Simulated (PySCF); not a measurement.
C₄H₂BrF, SMILES C#C/C(F)=C\Br. Atoms are numbered in the order given.

```xyz
8

C     -1.9731     2.0595     0.0000
C     -0.8183     1.6887     0.0000
C      0.5387     1.2652     0.0000
F      1.4440     2.2608     0.0000
C      0.9927     0.0000     0.0000
Br    -0.1286    -1.5031     0.0000
H     -2.9973     2.3832     0.0000
H      2.0640    -0.2039     0.0000
```
Charge 0, spin multiplicity 1.

Geometry: B3LYP-D3(BJ)/def2-SVP. The structure was generated by enumeration; whether it is a known compound was not checked.

Two levels are set side by side: PBE/pcSseg-1 (PySCF) and B3LYP/pcSseg-1 (PySCF). GIAO shifts against CFCl3 (¹⁹F), TMS (¹H), TMS (¹³C) at the same level; non-relativistic, no solvent, atoms listed together averaged. Without spin–orbit terms, shifts of atoms bonded to Cl or Br come out too high at both levels. Differences are taken from unrounded values.

```tsv
quantity	B3LYP	PBE	PBE minus B3LYP
δ(¹³C) of C1 (ppm)	97.1	96.2	-0.9
δ(¹³C) of C2 (ppm)	76.7	79.5	2.8
δ(¹³C) of C3 (ppm)	157.9	154.8	-3.1
δ(¹⁹F) of F4 (ppm)	-107.3	-113.6	-6.2
δ(¹³C) of C5 (ppm)	129.3	124.8	-4.5
δ(¹H) of H7 (ppm)	3.80	3.75	-0.06
δ(¹H) of H8 (ppm)	6.71	6.63	-0.08
```

Rough cost on one machine, each run with all the roots and properties that it gave: B3LYP against PBE within a factor of 2.
